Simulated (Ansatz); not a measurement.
`[SiH3][SbH][Cl]` + NH₃ → `[NH2][SbH][SiH3]` + HCl at 600 K and 1 bar (ligand exchange at the Sb–Cl bond).

Program: Ansatz. Geometries: PBE0-D4/def2-TZVP. ΔE: electronic, gas phase. CCSD(T)/CBS adds triple-zeta CCSD(T) − MP2 to the extrapolated MP2 energy (def2 sets, frozen cores). This one scheme is used for every species. def2 core potentials past Kr. For Sb outer-core shells are correlated without core-valence functions, which leaves a few kJ/mol of doubt a bond. Each species was taken in one conformer, which may not be the lowest.

```csv
species,CCSD(T)/CBS energy (Eh),H − E (kJ/mol),S (J/(mol·K))
`[SiH3][SbH][Cl]`,-991.30233,135.8,414.9
NH₃,-56.50880,112.4,219.5
`[NH2][SbH][SiH3]`,-587.39549,206.7,427.9
HCl,-460.38127,35.4,207.2
```

H − E and S are ideal-gas, rigid-rotor, harmonic terms from PBE0-D4/def2-TZVP, for one conformer and one mirror image of each species. 1 Eh = 2625.50 kJ/mol, R = 8.31446 J/(mol·K).

Q: By hand: ΔE, ΔH, ΔS and ΔG.

A: ΔE = (-587.39549) + (-460.38127) − (-991.30233) − (-56.50880) = 0.03437 Eh = 90.2 kJ/mol. Δ(H − E) = 206.7 + 35.4 − 135.8 − 112.4 = -6.1, so ΔH = 84.1 kJ/mol. ΔS = 427.9 + 207.2 − 414.9 − 219.5 = 0.7 J/(mol·K). ΔG = 84.1 − 600 × (0.7)/1000 = 83.7 kJ/mol.

Q: By hand: the equilibrium constant, and the temperature at which ΔG would vanish if ΔH and ΔS stayed fixed.

A: log₁₀ K = −ΔG/(RT ln 10) = -7.3. ΔG = 0 at ΔH/ΔS = 120143 K, far beyond where these terms or the molecules hold.

The number of gas molecules stays the same, so ΔS is small and ΔH decides. A doubt of 5 kJ/mol in ΔE shifts log₁₀ K by 0.4 here. Other conformers and mirror images would add mixing entropy, several J/(mol·K) or more a flexible species. These are equilibria of isolated gas molecules and say nothing of rates. Largest T1 diagnostic: 0.014 (customary marks: 0.02 for closed shells, 0.045 for open ones).
